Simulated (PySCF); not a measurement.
**Where the electron goes**

Compound: C5H10F2OSi.
Structure used (PBE0-D3(BJ)/def2-SVP), in Å, numbered top down from 1:
```
atom  x, y, z in Å
C1    -2.9252   -0.4504   -0.6542
C2    -1.7178   -0.8701   -0.2736
C3    -0.9832   -0.3800    0.9349
C4     0.3687    0.2447    0.6039
O5     1.1564   -0.6843   -0.0833
Si6    2.8222   -0.6445   -0.2676
C7     0.2249    1.5047   -0.2320
F8    -0.4776    2.4297    0.4563
F9     1.4606    2.0150   -0.4716
H10   -3.4118   -0.8514   -1.5472
H11   -3.4756    0.3046   -0.0827
H12   -1.1923   -1.6238   -0.8709
H13   -1.5867    0.3530    1.4913
H14   -0.7809   -1.2268    1.6122
H15    0.8588    0.5642    1.5455
H16    3.4333    0.0430    0.9101
H17    3.2598   -2.0675   -0.3164
H18    3.2308    0.0336   -1.5298
H19   -0.2698    1.3229   -1.2007
```

Method used: PySCF 2.14.0, density-fitted response routines, TDDFT PBE0/def2-SVPD, vertical, gas phase, core orbitals frozen in the response.

Frontier orbitals with the atoms that hold most of them (Löwdin shares over 4%, at most four atoms; ? is withheld):

```csv
orbital,ε (eV),atoms
LUMO+2,0.74,"Si6 44%, H17 10%, H18 10%, H16 9%"
LUMO+1,0.28,"Si6 32%, H18 10%, H17 9%, C2 9%"
LUMO,?,?
HOMO,-7.69,?
HOMO-1,-8.44,"O5 38%, Si6 12%, C4 9%, H18 9%"
HOMO-2,-9.11,"O5 37%, Si6 16%, H16 11%, C4 7%"
HOMO-3,-9.66,"Si6 20%, H16 13%, H18 12%, C4 7%"
```

(1) Which atoms hold the LUMO, and with what shares?

(2) Which atoms hold the HOMO, and with what shares?

(3) What is the LUMO energy, and the HOMO–LUMO gap?

Results:

(1) C1 (bonded to C and 2 H) 25%; C2 (bonded to 2 C and H) 24%; Si6 (bonded to O and 3 H) 8%; C3 (bonded to 2 C and 2 H) 6%. By element: carbon 55% or more, silicon 8%.

(2) C1 (bonded to C and 2 H) 36%; C2 (bonded to 2 C and H) 32%; C3 (bonded to 2 C and 2 H) 8%; C4 (bonded to 2 C, O and H) 4%.

(3) ε(LUMO) = -0.16 eV; the gap is 7.53 eV (0.2769 hartree).

Q: How does S1 compare with the orbital gap of 7.53 eV?

A: S1 is at 6.84 eV (f = 0.071), 0.70 eV below the gap, made of HOMO→LUMO (60%), HOMO-1→LUMO (18%), HOMO→LUMO+1 (15%). Without the coupling terms of the response equations the lowest excitation would equal the gap.

Next come S2 at 7.16 eV (f 0.048), HOMO-1→LUMO (54%), HOMO-1→LUMO+1 (19%), HOMO→LUMO (16%); S3 at 7.25 eV (f 0.152), HOMO→LUMO+1 (56%), HOMO-1→LUMO+1 (16%), HOMO→LUMO (13%); S4 at 7.45 eV (f 0.032), HOMO→LUMO+3 (41%), HOMO→LUMO+2 (23%), HOMO-1→LUMO+1 (11%); S5 at 7.57 eV (f 0.055), HOMO-1→LUMO+1 (31%), HOMO→LUMO+1 (16%), HOMO→LUMO+3 (15%).

One conformer stands for the species.
